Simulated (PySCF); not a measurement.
## CH7AsGe: core ionisation energies

Species: CH₇AsGe.
SMILES with atom numbers: `[CH3:1][AsH:2][GeH3:3]`

Structure used (PBE0-D3(BJ)/def2-SVP), in Å, numbered top down from 1:
```
atom  x, y, z in Å
C1    -1.562    0.418   -0.163
As2   -0.241   -1.012   -0.521
Ge3    1.655    0.110    0.484
H4    -1.501    0.816    0.858
H5    -2.569    0.013   -0.334
H6    -1.393    1.234   -0.881
H7    -0.520   -1.802    0.756
H8     2.814   -0.885    0.680
H9     2.122    1.228   -0.468
H10    1.291    0.744    1.843
```

Theory: PySCF 2.14.0, delta-SCF UKS SCAN, pcX-2 on the ionised atom, pcseg-1 elsewhere, spin-free X2C. Vertical ΔSCF values, vacuum level as zero.

Q: What binding energy does each computed site have?

A: 
| atom(s) | environment | level | binding energy (eV) | count |
| --- | --- | --- | --- | --- |
| C1 | methyl carbon | C 1s | 290.51 | 1 |

Q: Express the binding energy of C 1s of C1 in atomic units and per mole.

A: 290.51 eV = 10.6760 Eh = 28030 kJ/mol.

Q: Which photon wavelength matches the C 1s of C1 threshold?

A: λ = hc/E = 12398.42 eV Å / 290.51 eV = 42.678 Å.

No level of arsenic or germanium is listed. Geometry: PBE0-D3(BJ)/def2-SVP; no solvent, vibrations or thermal averaging.
